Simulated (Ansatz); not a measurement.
`[BH2][InH][F]` + `[CH3][SnH2][CH2][SiH3]` → `[F][InH][SiH3]` + `B[CH2][SnH2][CH3]`  (redistribution)

Isolated molecules relaxed with PBE0-D4/def2-TZVP in Ansatz; ΔE leaves out vibrations. CBS: MP2 limit from def2 TZ/QZ plus the TZ coupled-cluster correction, frozen cores. Functionals use def2-TZVPP. Elements past krypton have def2 core potentials. For In, Sn outer-core shells are correlated without core-valence functions, which leaves a few kJ/mol of doubt a bond. Each species was taken in one conformer, which may not be the lowest.

(1) Is it downhill or uphill in electronic energy at CCSD(T)/CBS, and by how much? (An estimate is asked.)

(2) What do these levels give: PBE-D4, r2SCAN-D4, ωB97X-V, ωB97M-V, r2SCAN, PBE0, MP2/def2-TZVPP, CCSD/def2-TZVPP, MP2/def2-QZVPP, SCS-MP2/def2-QZVPP, MP2/CBS(def2), CCSD/CBS(def2)? (Best estimate.)

Largest T1 diagnostic among the species: 0.016.

## Answers

(1) Ansatz gave: Downhill: ΔE = -0.77 eV.

(2) The calculation gave: PBE-D4 -0.92, r2SCAN-D4 -0.87, ωB97X-V -0.74, ωB97M-V -0.79, r2SCAN -0.87, PBE0 -0.88, MP2/def2-TZVPP -0.75, CCSD/def2-TZVPP -0.71, MP2/def2-QZVPP -0.77, SCS-MP2/def2-QZVPP -0.72, MP2/CBS(def2) -0.78, CCSD/CBS(def2) -0.74 eV.

From PBE to PBE0 (25 % exact exchange), in def2-TZVPP and without D4, ΔE moves by +0.05 eV. The D4 term adds +0.03 eV with B3LYP and +0.02 eV with PBE0; it sums over pairs of atoms, weighted by their polarisabilities, and B3LYP, whose exchange is more repulsive, gets the larger term. In def2-TZVPP, CCSD(T) changes the Hartree–Fock value by −0.10 eV (the triples alone add −0.03 eV) and MP2 by −0.11 eV.

B3LYP here is the variant with VWN-RPA as its local correlation; programs differ in this.
